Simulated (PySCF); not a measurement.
## How methods differ on the fine-structure interval of Fe⁹⁺

Fe⁹⁺ [Ne] 3s2 3p5 [3p1/2^2 3p3/2^3, M_J = 3/2] → Fe⁹⁺ [Ne] 3s2 3p5 [3p1/2^1 3p3/2^4, M_J = 1/2], as a difference of total energies. All numbers are calculated (PySCF 2.14, the two-component X2C-1e Hamiltonian, in an even-tempered Gaussian basis (20 s from 0.53 bohr⁻², ratio 2.4; 14 p from 0.69 bohr⁻², ratio 2.4; 5 d from 4.6 bohr⁻², ratio 2.6; 4 f from 6.8 bohr⁻², ratio 2.6)). Correlated levels: 1s2 frozen; the 52 highest virtual spinors dropped. "Screened" scales the spin-orbit matrix elements by Boettger's factors to mimic the two-electron term; Breit and QED terms are absent.

| method | fine-structure interval (cm⁻¹) |
| --- | --- |
| GHF (screened spin-orbit) | 15533 |
| GMP2 (screened spin-orbit) | 16587 |
| GHF (bare spin-orbit) | 16916 |
